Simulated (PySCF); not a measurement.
Species: C9H8O3.
Atom-mapped SMILES: `[CH3:1][O:2][C@H:3]1[O:4][C:5](=[O:6])[c:7]2[cH:8][cH:9][cH:10][cH:11][c:12]21`

Structure used (GFN2-xTB), in Å, numbered top down from 1:
```xyz
20
C9H8O3 angstrom
C      3.0917   -0.3963   -1.2708
O      1.6824   -0.4507   -1.1422
C      1.2240   -0.1861    0.1355
O      1.4821    1.1653    0.5194
C      0.3337    1.8562    0.7464
O      0.3222    3.0101    1.0603
C     -0.7973    0.9206    0.5599
C     -2.1613    1.1154    0.6932
C     -2.9905    0.0314    0.4526
C     -2.4657   -1.2010    0.0843
C     -1.0967   -1.3938   -0.0493
C     -0.2741   -0.3162    0.1994
H      3.3042   -0.6240   -2.3122
H      3.4688    0.5979   -1.0209
H      3.5675   -1.1386   -0.6203
H      1.7403   -0.8273    0.8767
H     -2.5498    2.0806    0.9767
H     -4.0599    0.1443    0.5503
H     -3.1354   -2.0271   -0.1028
H     -0.6915   -2.3500   -0.3393
```

Definitions: NICS(0) = −σiso at the ring centroid; NICS(1) = −σiso and NICS(1)zz = −σzz at ±1 Å along the ring normal z. Level: GIAO PBE0/pcSseg-1 (PySCF, non-relativistic, gas phase) on the GFN2-xTB geometry, one conformer.

Rings: 1. C3–O4–C5–C7–C12; 2. C7–C8–C9–C10–C11–C12.

```
set  NICS(0)  NICS(1), two faces  NICS(1)zz, two faces
  P     -9.0       -11.7 / -11.7         -28.5 / -28.8
  Q     -1.9         -3.4 / -3.0           -2.3 / -0.5
```

Q: Which set (ppm) belongs to which ring?

A: P = 2, Q = 1.
- 1 (5-membered ring with O; formal bonds 1 aromatic, 4 single): mean NICS(1)zz -1.4 ppm, near zero. C3 has four or more neighbours, so the value isn't read as a sign of a π ring current.
- 2 (6-membered carbocycle; formal bonds all aromatic): mean NICS(1)zz -28.6 ppm, shielded, aromatic by this magnetic criterion (flat ring, no four-coordinate atom), though in fused rings the probe also feels the neighbouring ring.

Q: How do the rings differ in shape?

A: 
```csv
ring,bond lengths (Å),rms pucker (Å),HOMA,nearest outside atom to a NICS(1) probe (Å)
1,"1.428, 1.359, 1.480, 1.390, 1.505",0.01,–,hydrogen 1.87
2,"1.384, 1.386, 1.389, 1.389, 1.378, 1.390",0.00,0.99,hydrogen 2.65
```

HOMA = 1 − mean of α(R − Ropt)² over the ring bonds, with Krygowski's 1993 parameters (CC: Ropt 1.388 Å, α 257.7 Å⁻²). A dash marks a ring with a four-coordinate atom, a triple bond, no multiple bond or a kind of bond without parameters.

Hardware: one thread of an Arm Neoverse V1 (shared host). Cost: 60 s of wall time. This is the whole shielding run at PBE0/pcSseg-1, SCF included.
